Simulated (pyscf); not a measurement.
F–SiH•–SiH₃ (SMILES F[SiH][SiH3]) → F–SiH₂–SiH₂• (SMILES F[SiH2][SiH2]), a hydrogen shift (doublet surface; H–Si broken, H–Si formed). Structures and frequencies: ωB97X-D3(BJ)/def2-SVP in PySCF. Correlated levels are frozen-core, on RHF or UHF. ΔMP2 is the change of the MP2 total energy from the triple- to the quadruple-zeta basis. Energies in kcal/mol from the reactant's lowest minimum found.

Small-basis levels: PySCF, no dispersion term, spherical d functions. AM1 to PM7: differences of heats of formation from MOPAC. GFN2-xTB: tblite. Open shells are spin-unrestricted. 

```tsv
level	barrier	reaction energy
MP2/6-31G*	39.3	-3.6
SVWN5/6-31G*	25.0	-1.0
BP86/6-31G*	28.4	-1.3
B3LYP/STO-3G	56.9	+8.2
PBE/def2-SVP	26.3	-1.1
GFN2-xTB	40.9	-2.2
PM3	19.2	+5.4
CCSD(T)/def2-TZVPP + ΔMP2(QZVPP)	32.3	-2.5
```

Against the last row the barrier runs from -13.1 (PM3) to +24.6 kcal/mol (B3LYP/STO-3G). CCSD(T)/def2-TZVPP + ΔMP2(QZVPP) has limits of its own. One saddle was located; it need not be the lowest between these sides. The CCSD(T) − MP2 part came from Ansatz, without density fitting, on the same reference. A UHF reference is spin-contaminated (<S²> up to 0.87), which harms MP2 most.
